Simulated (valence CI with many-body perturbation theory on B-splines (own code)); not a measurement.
## Cr⁹⁺: calculated level list

Computed by valence CI with perturbative core correlation (CI+MBPT): five valence electrons over a frozen Dirac-Fock core [Ne], a basis of 9 s, 9 p, 8 d, 6 f, 3 g, 1 h functions for each j, with the one-electron correlation potential Σ1 (screened to all orders), the two-electron term Σ2, the three-electron term Σ3, Breit, model QED; selected single and double excitations, second order for the rest, scaled by the run's own slope (own B-spline code, finite nucleus).

No measured spectrum was set against this ion. As an estimate, levels of excited configurations hold to 0.05 to 0.15 % of their energy, terms of the ground configuration to about 0.5 %. Among the levels kept, up to 670 cm⁻¹ of a level comes from second order outside the variational space, and about a tenth of that is noise between levels of different J, which matters for small intervals.

Levels 1 to 45 of 48, with energies above the lowest level, 3s2.3p3 4S°_3/2. "Leading %" is the weight of the configuration and term that name the level; weights of strongly mixed levels are sums over their largest components and can fall short. Lifetimes count E1, E2, E3, M1 and M2 decay at the calculated energies, and are blank where another channel may lead or the interval is too uncertain; long ones can be off by a factor of two.

| No. | Configuration | Term | J | E (cm⁻¹) | Leading % | g | Lifetime | Second component |
| --- | --- | --- | --- | --- | --- | --- | --- | --- |
| 1 | 3s2.3p3 | 4S° | 3/2 | 0 | 95 | 1.992 |  |  |
| 2 | 3s2.3p3 | 2D° | 3/2 | 37339 | 89 | 0.844 | 76.0 ms | 7 % 3s2.3p3 2P° |
| 3 | 3s2.3p3 | 2D° | 5/2 | 39694 | 96 | 1.200 | 1.73 s |  |
| 4 | 3s2.3p3 | 2P° | 1/2 | 64265 | 95 | 0.665 | 10.7 ms |  |
| 5 | 3s2.3p3 | 2P° | 3/2 | 67487 | 87 | 1.298 | 4.42 ms | 8 % 3s2.3p3 2D° |
| 6 | 3s.3p4 | 4P | 5/2 | 233870 | 88 | 1.597 | 825 ps | 9 % 3s2.3p2.3d 4P |
| 7 | 3s.3p4 | 4P | 3/2 | 239960 | 88 | 1.732 | 779 ps | 10 % 3s2.3p2.3d 4P |
| 8 | 3s.3p4 | 4P | 1/2 | 242900 | 87 | 2.665 | 749 ps | 10 % 3s2.3p2.3d 4P |
| 9 | 3s.3p4 | 2D | 3/2 | 289790 | 76 | 0.806 | 377 ps | 20 % 3s2.3p2.3d 2D |
| 10 | 3s.3p4 | 2D | 5/2 | 290770 | 76 | 1.203 | 406 ps | 20 % 3s2.3p2.3d 2D |
| 11 | 3s2.3p2.3d | 2P | 3/2 | 333520 | 50 | 1.328 | 141 ps | 45 % 3s.3p4 2P |
| 12 | 3s.3p4 | 2P | 1/2 | 337570 | 37 | 0.969 | 130 ps | 34 % 3s2.3p2.3d 2P |
| 13 | 3s.3p4 | 2S | 1/2 | 349150 | 62 | 1.698 | 152 ps | 12 % 3s2.3p2.3d 2S |
| 14 | 3s2.3p2.3d | 4F | 3/2 | 367720 | 94 | 0.416 | 12.3 ns |  |
| 15 | 3s2.3p2.3d | 4F | 5/2 | 370060 | 93 | 1.040 | 21.1 ns |  |
| 16 | 3s2.3p2.3d | 4F | 7/2 | 373470 | 93 | 1.243 | 69.8 ns |  |
| 17 | 3s2.3p2.3d | 4F | 9/2 | 377840 | 96 | 1.331 |  |  |
| 18 | 3s2.3p2.3d | 2F | 5/2 | 380670 | 78 | 0.954 | 21.6 ns | 18 % 3s2.3p2.3d 4D |
| 19 | 3s2.3p2.3d | 2F | 7/2 | 383310 | 50 | 1.276 | 54.6 ns | 45 % 3s2.3p2.3d 4D |
| 20 | 3s2.3p2.3d | 4D | 1/2 | 383570 | 96 | 0.003 | 3.48 ns |  |
| 21 | 3s2.3p2.3d | 4D | 3/2 | 384290 | 94 | 1.186 | 3.37 ns |  |
| 22 | 3s2.3p2.3d | 4D | 5/2 | 386920 | 74 | 1.263 | 4.86 ns | 18 % 3s2.3p2.3d 2F |
| 23 | 3s2.3p2.3d | 4D | 7/2 | 392800 | 48 | 1.288 | 22.7 μs | 46 % 3s2.3p2.3d 2F |
| 24 | 3s2.3p2.3d | 2G | 7/2 | 423960 | 95 | 0.891 | 8.32 ns |  |
| 25 | 3s2.3p2.3d | 2G | 9/2 | 425630 | 95 | 1.113 |  |  |
| 26 | 3s2.3p2.3d | 2P | 3/2 | 433390 | 50 | 1.323 | 18.2 ps | 42 % 3s.3p4 2P |
| 27 | 3s2.3p2.3d | 2P | 1/2 | 441100 | 52 | 0.716 | 18.1 ps | 40 % 3s.3p4 2P |
| 28 | 3s2.3p2.3d | 4P | 5/2 | 442210 | 84 | 1.589 | 13.7 ps | 9 % 3s.3p4 4P |
| 29 | 3s2.3p2.3d | 4P | 3/2 | 445160 | 83 | 1.701 | 13.5 ps | 9 % 3s.3p4 4P |
| 30 | 3s2.3p2.3d | 4P | 1/2 | 446970 | 83 | 2.610 | 13.1 ps | 9 % 3s.3p4 4P |
| 31 | 3s2.3p2.3d | 2D | 3/2 | 453130 | 87 | 0.838 | 74.6 ps |  |
| 32 | 3s2.3p2.3d | 2D | 5/2 | 460460 | 87 | 1.208 | 44.5 ps | 6 % 3s.3p4 2D |
| 33 | 3s2.3p2.3d | 2D | 5/2 | 477220 | 84 | 1.200 | 21.5 ps | 11 % 3s.3p4 2D |
| 34 | 3s2.3p2.3d | 2D | 3/2 | 477360 | 79 | 0.807 | 16.5 ps | 14 % 3s.3p4 2D |
| 35 | 3s2.3p2.3d | 2P | 1/2 | 492210 | 80 | 0.809 | 17.0 ps | 9 % 3s2.3p2.3d 2S |
| 36 | 3s2.3p2.3d | 2P | 3/2 | 497010 | 88 | 1.326 | 16.6 ps | 6 % 3s.3p4 2P |
| 37 | 3s2.3p2.3d | 2S | 1/2 | 498790 | 69 | 1.865 | 17.5 ps | 14 % 3s.3p4 2S |
| 38 | 3s2.3p2.3d | 2F | 5/2 | 499110 | 86 | 0.890 | 11.1 ps | 8 % 3s2.3p2.3d 2D |
| 39 | 3s2.3p2.3d | 2F | 7/2 | 501370 | 95 | 1.142 | 11.1 ps |  |
| 40 | 3s2.3p2.3d | 2D | 5/2 | 520030 | 84 | 1.169 | 12.4 ps | 6 % 3s2.3p2.3d 2F |
| 41 | 3s2.3p2.3d | 2D | 3/2 | 521570 | 93 | 0.800 | 12.6 ps |  |
| 42 | 3s.3p3.3d | 6D° | 1/2 | 532970 | 99 | 3.334 | 52.3 ns |  |
| 43 | 3s.3p3.3d | 6D° | 3/2 | 533110 | 99 | 1.866 | 60.3 ns |  |
| 44 | 3s.3p3.3d | 6D° | 5/2 | 533350 | 99 | 1.656 | 86.4 ns |  |
| 45 | 3s.3p3.3d | 6D° | 7/2 | 533690 | 99 | 1.587 | 172 ns |  |

Names give the largest LS component (configuration and term), which can be under half, so a name can repeat, a term be missing and a line seem to break the LS rules; names also repeat where a configuration has a term twice.

The ionisation energy to 3s2.3p2 3P_0 of the next ion comes out as 241.87 eV (NIST: 244.5 ± 0.5 eV (semi-empirical), further off than twice its uncertainty). All 48 levels together are meant to be complete up to 555630 cm⁻¹.
